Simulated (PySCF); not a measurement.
**Running PySCF for CaTe**

The script input.py:

```python
from pyscf import gto, scf, mp

mol = gto.M(
    atom='Ca 0 0 0; Te 0 0 2.706',
    basis='sbkjc',
    ecp={'Ca': 'sbkjc', 'Te': 'sbkjc'},
    charge=0,
    spin=0,
    verbose=3,
)
mf = scf.RHF(mol)
mf.kernel()
mp.MP2(mf).kernel()
mf.dip_moment()
print('orbital energies (hartree):', mf.mo_energy[..., max(0, mol.nelec[1]-3):mol.nelec[0]+3].round(4))
```

```bash
$ OMP_NUM_THREADS=1 python input.py
```

Output:

```
converged SCF energy = -8.45233292134115
E(RMP2) = -8.49833922334613  E_corr = -0.0460063020049778
E(SCS-RMP2) = -8.49918844008661  E_corr = -0.04685551874546
Dipole moment(X, Y, Z, Debye): -0.00000, -0.00000, -12.41031
orbital energies (hartree): [-0.2619 -0.2428 -0.2428 -0.0562  0.0155  0.0155]
```

In short: E(SCF) = -8.452333 Eh, E(MP2) − E(SCF) = -0.04601 Eh, μz(SCF) = -12.41 D.

It ran on Arm Neoverse V1 (1 thread, shared host) in 0.89 s.

Stability towards an unrestricted solution was not tested. The bond length is a typed value, not an optimised one.
